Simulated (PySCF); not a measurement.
# Electron correlation in P (phosphorus, neutral)

[Ne] 3s2 3p3, high-spin 4S determinant. Calculation: PySCF 2.14, in cc-pV(T+d)Z (5s4p3d1f, 39 functions); no relativity, point nucleus. Frozen: [Ne]; 5 electrons correlated.

MP2 pair energies summed by pair of shells (mhartree):

| pair | energy | share (%) |
| --- | --- | --- |
| 3s-3p | -54.17 | 64.9 |
| 3p-3p | -18.66 | 22.4 |
| 3s-3s | -10.60 | 12.7 |

Total MP2 correlation energy: -83.43 mhartree.

Same-spin part -22.78 and opposite-spin part -60.65 mhartree; SCS-MP2 scales them by 1/3 and 6/5 to -80.38 mhartree.

```tsv
level	correlation energy (mhartree)
CCSD	-101.40
(T)	-3.87
CCSD(T)	-105.27
```

Diagnostics: T1 = 0.0047, D1 = 0.0079, largest double amplitude 0.063.

Cost of the coupled-cluster step: 0.39 s of wall time on 1 thread of AMD EPYC 7B13 (shared host), for 5 correlated electrons.

Iterations:

```
CC2 = 0
CCSD nocc = (np.int64(4), np.int64(1)), nmo = (34, 34)
frozen orbitals [[0, 1, 2, 3, 4], [0, 1, 2, 3, 4]]
max_cycle = 100
direct = 0
conv_tol = 1e-08
conv_tol_normt = 1e-06
diis_space = 8
diis_start_cycle = 0
Init t2, MP2 energy = -0.0834310579797668
Init E_corr(UCCSD) = -0.0834310579800616
cycle = 1  E_corr(UCCSD) = -0.0973871636139381  dE = -0.0139561056  norm(t1,t2) = 0.043829
cycle = 2  E_corr(UCCSD) = -0.100244146402155  dE = -0.00285698279  norm(t1,t2) = 0.0126355
cycle = 3  E_corr(UCCSD) = -0.101417944215512  dE = -0.00117379781  norm(t1,t2) = 0.00464518
cycle = 4  E_corr(UCCSD) = -0.101403262942681  dE = 1.46812728e-05  norm(t1,t2) = 0.000678009
cycle = 5  E_corr(UCCSD) = -0.101402308238653  dE = 9.54704028e-07  norm(t1,t2) = 7.29007e-05
cycle = 6  E_corr(UCCSD) = -0.101401974586257  dE = 3.33652396e-07  norm(t1,t2) = 1.53897e-05
cycle = 7  E_corr(UCCSD) = -0.101402255706882  dE = -2.81120625e-07  norm(t1,t2) = 3.74787e-06
cycle = 8  E_corr(UCCSD) = -0.101402160486912  dE = 9.52199702e-08  norm(t1,t2) = 4.93816e-07
cycle = 9  E_corr(UCCSD) = -0.101402168048133  dE = -7.56122077e-09  norm(t1,t2) = 7.45538e-08
UCCSD converged
E(UCCSD) = -340.8177080515777  E_corr = -0.1014021680481326
UCCSD(T) correction = -0.00386546185510949
```
